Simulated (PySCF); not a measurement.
## Solvent effects on NMR parameters

Cartesian coordinates in Å; atom numbers follow the order of the lines, from 1:
```xyz
14

C     2.1615    0.7093   -0.4403
B     0.8156    0.2608    0.2180
C    -0.4074   -0.2613   -0.5566
C    -1.3685   -1.2164    0.1437
C    -1.7871    0.1826   -0.0653
H     2.1707    1.8168   -0.4098
H     2.2920    0.4069   -1.4899
H     3.0411    0.4009    0.1472
H     0.6897    0.3693    1.4258
H    -0.3348   -0.3971   -1.6413
H    -1.8198   -1.9934   -0.4786
H    -1.1100   -1.5411    1.1551
H    -2.5299    0.3988   -0.8375
H    -1.8265    0.8529    0.7975
```

GIAO PBE0/pcSseg-1 in PySCF 2.14 on one PBE0-D3(BJ)/def2-SVP conformer, non-relativistic, equivalent nuclei averaged. Solvents enter as an IEF-PCM continuum (dichloromethane with ε = 8.9, water with ε = 78.4) around the gas-phase geometry. Shifts are referred to TMS, BF3·OEt2 computed in the same medium.

Gas phase, δ in ppm: C3 15.5, C1 14.6, C4/C5 10.6, B2 85.1, H9 6.20, H6/H7/H8 1.11, H11/H13 1.03, H12/H14 0.85, H10 0.62. Dipole moment 0.65 D.

(1) How does each δ change in the continuum?

(2) Which of the listed nuclei move most (in ppm), and what does the model miss?

Results:

(1) 
| atoms | environment | Δδ, dichloromethane | Δδ, water |
| --- | --- | --- | --- |
| C3 | three-membered-ring carbon | +0.7 | +0.8 |
| C1 | methyl carbon bonded to B | +0.3 | +0.3 |
| C4/C5 | three-membered-ring carbon | +0.3 | +0.4 |
| B2 | boron bonded to 2 C, H | +0.4 | +0.4 |
| H9 | hydrogen on a boron bonded to 2 C | -0.11 | -0.13 |
| H6/H7/H8 | hydrogen on a methyl carbon bonded to B | +0.02 | +0.03 |
| H11/H13 | hydrogen on a three-membered-ring carbon | +0.11 | +0.13 |
| H12/H14 | hydrogen on a three-membered-ring carbon | +0.02 | +0.02 |
| H10 | hydrogen on a three-membered-ring carbon | +0.08 | +0.10 |

Changes are relative to the gas phase. The dipole moment becomes 0.81 D in dichloromethane, 0.85 D in water.

(2) C3 (three-membered-ring carbon, +0.8 ppm) in water. A continuum only polarises the solute; specific hydrogen bonds, the anisotropy of aromatic solvents and changes of geometry or conformer are outside it.
